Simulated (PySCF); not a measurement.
Dipole response of As²⁺ (arsenic, charge +2)

[Ar] 3d10 4s2 4p1, 2P determinant. Computed with PySCF 2.14 in aug-cc-pVQZ-PP with one added diffuse shell each of s, p, d, f, g type with ECP10MDF (8s7p6d4f3g, 114 functions), with scalar relativity through the core potential. Coupled (time-dependent) response in atomic units; α is the mean over directions.

```
method  mean α (bohr³)         α xx, yy, zz  C₆ (like pair)  S(−4)
   M06           9.437  9.290, 9.731, 9.290           38.66  32.14
```

S(−4) is the Cauchy moment in α(ω) = α(0) + S(−4) ω² + …

Spin-orbit coupling is absent.

α(iu) at M06:

| u (hartree) | α(iu) (bohr³) |
| --- | --- |
| 0 | 9.437 |
| 0.0500 | 9.357 |
| 0.100 | 9.127 |
| 0.200 | 8.319 |
| 0.300 | 7.269 |
| 0.500 | 5.248 |
| 0.750 | 3.497 |
| 1.00 | 2.455 |
| 1.50 | 1.414 |
| 2.00 | 0.9414 |
| 3.00 | 0.5248 |
| 5.00 | 0.2418 |

A single London oscillator, α(iu) = α/(1 + u²/ω²), gives C₆ = (3/4) ω α². Matching the computed C₆ needs ω = 4 × 38.66 / (3 × 9.437²) = 0.579 hartree.

For an ion, C₆ is the dispersion term alone; charge-induced terms of lower order in 1/R come first.

The components differ because the open shell of this determinant is not spherical; for a pure term their mean is the scalar polarisability.

Energies and moments cover only the electrons outside the core potential.
